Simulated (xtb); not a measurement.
Job for xtb: GFN1-xTB on CsRe, 2S+1 = 7, a spin state set in the input, which need not be the lowest, a point of a bond scan (R = 4.029 Å).

```
$ xtb mol.xyz --gfn 1 --sp --chrg 0 --uhf 6
2

Re     0.00000000     0.00000000     0.00000000
Cs     0.00000000     0.00000000     4.02928100
```

Q: Predict the final total energy.

A: -2.3231 hartree.
